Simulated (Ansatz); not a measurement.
A substitution series on Nb: NH2 to Cl

On one Nb centre that keeps NH, n of the NH2 ligands are replaced by Cl. The mean Nb–N bond length (to NH2) y in Å at PBE0-D4/def2-TZVP. The shapes are optimised at that level. Flexible molecules stand in one conformer. Programs: Ansatz 0.2.0.

| molecule | n | y (Å) |
| --- | --- | --- |
| NbN4H7 | 0 | 1.931 |
| NbN3H5Cl | 1 | ? |
| NbN2H3Cl2 | 2 | 1.837 |
| NbNHCl3 | 3 | 1.723 |

Fit y = c + s·n to the known rows and predict NbN3H5Cl.


1. Means of the 3 rows: n = 1.66667, y = 1.8303.
2. Σ(Δn)² = 4.6667, Σ(Δn·Δy) = -0.30867, so the slope is -0.30867/4.6667 = -0.066143.
3. Intercept: 1.8303 − (-0.066143) × 1.66667 = 1.9405. The largest residual of the fit is 0.029.
4. NbN3H5Cl: 1.9405 + (-0.066143) × 1 = 1.874 Å.

The run gave 1.892 Å, so the prediction is off by -0.018 Å, within the largest residual. The step per swap drifts from -0.039 to -0.114 Å. For atoms past krypton def2 sets carry core potentials with scalar relativity.
